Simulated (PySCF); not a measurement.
A species of formula C7H5FO2 has this rotational fingerprint, computed with PySCF, PBE0-D3(BJ)/def2-SVP geometry optimisation, gas phase:

```
Rotational constants : A = 1968, B = 1108, C = 708.7 MHz
Dipole components    : |μa| = 4.63 D, |μb| = 1.46 D, |μc| = 0.01 D
Inertial defect      : -0.01 u·Å²
κ                    : -0.37
```

Problem. Which structure is it? (One computed conformer of each.)
A. `[O:1]=[C:2]([F:3])[c:4]1[cH:5][cH:6][c:7]([OH:8])[cH:9][cH:10]1` with O1–C2–C4–C5 180°, C6–C7–O8–H 180°
B. `[O:1]=[C:2]([OH:3])[c:4]1[cH:5][cH:6][cH:7][c:8]([F:9])[cH:10]1` with O1–C2–O3–H 0°, O1–C2–C4–C5 -1°
C. `[CH:1]#[C:2][C:3]1=[CH:4][O:5][C:6]([CH2:7][F:8])=[CH:9][O:10]1` with O5–C6–C7–F8 179°
D. `[CH2:1]=[CH:2][c:3]1[cH:4][c:5]([F:6])[o:7][c:8](=[O:9])[cH:10]1` with C1–C2–C3–C4 1°
E. `[O:1]=[C:2]([OH:3])[c:4]1[cH:5][cH:6][cH:7][cH:8][c:9]1[F:10]` with O1–C2–O3–H 0°, O1–C2–C4–C5 -1°
F. `[O:1]=[C:2]([OH:3])[c:4]1[cH:5][cH:6][c:7]([F:8])[cH:9][cH:10]1` with O1–C2–O3–H 0°, O1–C2–C4–C5 0°

Solution. D. It is C=Cc1cc(F)oc(=O)c1, an asymmetric top. The candidates at the same level (rigid rotor, commonest isotopes):

```tsv
SMILES	A (MHz)	B (MHz)	C (MHz)	μa (D)	μb (D)	μc (D)	Δ (u·Å²)	point group	rotor
O=C(O)c1ccccc1F	2303	1215	795.5	1.64	0.40	0.00	-0.01	Cs	asymmetric top
C#CC1=COC(CF)=CO1	4625	707.3	616.7	0.36	1.58	0.18	-4.21	near Cs	near-prolate asymmetric top
O=C(O)c1ccc(F)cc1	3882	776.4	647.0	0.09	1.41	0.00	0.00	Cs	near-prolate asymmetric top
O=C(O)c1cccc(F)c1	2655	938.0	693.1	0.44	0.13	0.00	-0.01	Cs	asymmetric top
C=Cc1cc(F)oc(=O)c1	1968	1108	708.7	4.63	1.46	0.01	-0.01	–	asymmetric top
O=C(F)c1ccc(O)cc1	3824	784.8	651.1	4.36	0.58	0.00	0.00	Cs	near-prolate asymmetric top
```

`O=C(F)c1ccc(O)cc1` has A 94 % too high; `O=C(O)c1ccccc1F` has A 17 % too high; `O=C(O)c1cccc(F)c1` has A 35 % too high; `O=C(O)c1ccc(F)cc1` has A 97 % too high; `C#CC1=COC(CF)=CO1` has A 135 % too high. No structure here is proved a minimum.
